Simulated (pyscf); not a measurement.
H₃C–SbH₂ (SMILES [CH3][SbH2]) + H₃C–CdH (SMILES [CH3][CdH]) -> SbH₃ (SMILES [SbH3]) + H₃C–Cd–CH₃ (SMILES [CH3][Cd][CH3]) (four-centre exchange; singlet surface; C–Sb, Cd–H broken, H–Sb, C–Cd formed). Single points on ωB97X-D3(BJ)/def2-SVP structures (PySCF, gas phase). Energies in eV from the separated reactants.

```csv
level,barrier,reaction energy
ωB97X-D3(BJ)/def2-TZVP,1.52,+0.03
r²SCAN/def2-TZVP,1.65,-0.01
B3LYP-D3(BJ)/def2-TZVP,[?],0.00
PBE0-D3(BJ)/def2-TZVP,1.63,0.00
M06-2X/def2-TZVP,1.64,+0.01
ωB97M-D3(BJ)/def2-TZVP,[?],[?]
```

Q: Fill in the missing entries.

A: 
- B3LYP-D3(BJ)/def2-TZVP, barrier: 1.75
- ωB97M-D3(BJ)/def2-TZVP, barrier: 1.80
- ωB97M-D3(BJ)/def2-TZVP, reaction energy: 0.00

The functionals in the table span 0.28 eV in this barrier, from ωB97X-D3(BJ) to ωB97M-D3(BJ). On the reactant side the descent ends in a complex (not fully relaxed), 0.21 eV under the separated species and 1.73 eV under the saddle at ωB97X-D3(BJ)/def2-TZVP. On the product side the descent ends in a complex (not fully relaxed), 0.19 eV under the separated species and 1.68 eV under the saddle at ωB97X-D3(BJ)/def2-TZVP. At the saddle there is also a short Cd–Sb contact that neither side keeps. One saddle was located; it need not be the lowest between these sides. Elements past Kr carry the def2 core potentials, without spin-orbit coupling.
